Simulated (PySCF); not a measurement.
Gas-phase equilibrium of 1 mol SO2, 0.26 mol O2 at 2500 K and 0.100 bar, among 11 species (S2O, SO2, O2, O, S2, S6, O3, SO, S8, S, SO3). Only gases are allowed; each row takes one source of thermochemistry for all species, and Cantera finds the minimum.

Method: PySCF energies plus ideal-gas RRHO corrections (1 bar). † marks an energy on the PBE0/def2-TZVP geometry and frequencies; other levels use their own. CCSD(T) freezes the core. 6-31G* has spherical d functions here. Open shells (unrestricted) among the columns below: O2 (multiplicity 3), O (multiplicity 3, electronic degeneracy 9), S2 (multiplicity 3), SO (multiplicity 3), S (multiplicity 3, electronic degeneracy 9); the rest are closed-shell singlets. Spin-orbit splitting is ignored; it lowers the true energy and changes the entropy of O, S. CCSD(T) isn't extrapolated to the basis-set limit. The harmonic model lacks anharmonicity and excited electronic states, which grow with temperature; levels with a mode under 35 cm⁻¹ are left out. Warning, large T1 diagnostic: S2O, SO2 (CCSD(T)/def2-SVP†).

Molecules larger than those listed are left out.

Mole fractions:

```json
[
 {"thermochemistry": "BLYP/def2-TZVP†", "x O": "0.0061", "x SO2": "0.55", "x SO": "0.17", "x O2": "0.27", "x S": "0.0013", "x S2": "0.00017", "x S2O": "2.0e-5", "x SO3": "4.0e-5"},
 {"thermochemistry": "CCSD(T)/def2-SVP†", "x O": "0.11", "x SO2": "0.041", "x SO": "0.35", "x O2": "0.38", "x S": "0.11", "x S2": "0.0091", "x S2O": "2.8e-5", "x SO3": "1.8e-7"},
 {"thermochemistry": "HF/6-31G*", "x O": "0.72", "x SO2": "7.4e-11", "x SO": "4.1e-5", "x O2": "2.3e-6", "x S": "0.28", "x S2": "1.1e-5", "x S2O": "<1e-12", "x SO3": "<1e-12"},
 {"thermochemistry": "HF/def2-TZVP†", "x O": "0.72", "x SO2": "3.2e-8", "x SO": "0.00054", "x O2": "5.5e-6", "x S": "0.28", "x S2": "0.00011", "x S2O": "5.8e-11", "x SO3": "<1e-12"},
 {"thermochemistry": "PBE/def2-SVP", "x O": "0.0018", "x SO2": "0.18", "x SO": "0.40", "x O2": "0.40", "x S": "0.0072", "x S2": "0.015", "x S2O": "0.00034", "x SO3": "4.2e-6"},
 {"thermochemistry": "ωB97X-V/def2-TZVP†", "x O": "0.014", "x SO2": "0.60", "x SO": "0.13", "x O2": "0.25", "x S": "0.0016", "x S2": "0.00019", "x S2O": "1.1e-5", "x SO3": "0.00014"}
]
```
The most sensitive of these is SO2: it spans a factor of 10^9.9 over these rows; at this temperature one factor of ten is RT ln 10 = 48 kJ/mol.
